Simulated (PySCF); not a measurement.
**Two-component Hartree-Fock for Tc³⁷⁺ (technetium, charge +37)**

Start: [He] 2s2 2p2; 2p1/2 filled at m_j = -1/2, +1/2. Calculated with PySCF 2.14 in an uncontracted even-tempered set (17 s from 17 bohr⁻², ratio 2.4; 12 p from 21 bohr⁻², ratio 2.4; 5 d from 73 bohr⁻², ratio 2.6; 4 f from 110 bohr⁻², ratio 2.6): generalised Hartree-Fock with the X2C-1e Hamiltonian and a Gaussian nucleus; one run each with spin-orbit coupling (SO) switched off, then screened by Boettger's factors.

| spinor shell | electrons | ε, spin-free (eV) | ε, screened SO (eV) | weight of nominal j (screened SO) | rms radius, screened SO (bohr) |
| --- | --- | --- | --- | --- | --- |
| 1s1/2 | 2 | -24042.9 | -24032.7 | 1.000 | 0.0392 |
| 2s1/2 | 2 | -5500.0 | -5496.9 | 1.000 | 0.154 |
| 2p1/2 | 2 | -5304.5 | -5373.9 | 1.000 | 0.132 |

```json
{"quantity": "E (hartree)", "spin-free": "-2700.44417", "screened SO": "-2706.39745"}
{"quantity": "M_J", "spin-free": "0", "screened SO": "0"}
{"quantity": "⟨J²⟩", "spin-free": "2.000", "screened SO": "0.000"}
{"quantity": "⟨L²⟩", "spin-free": "2.000", "screened SO": "1.333"}
{"quantity": "⟨S²⟩", "spin-free": "2.000", "screened SO": "1.333"}
```

Breit and QED terms are absent; they matter most for the inner s and p1/2 levels.

Densities and radii are taken from the X2C orbitals without a picture-change correction, which distorts them close to the nucleus.

Without spin-orbit coupling the j labels of p, d and f shells carry no meaning; the spin-free column gives the mean over the occupied spinors of each nl shell.
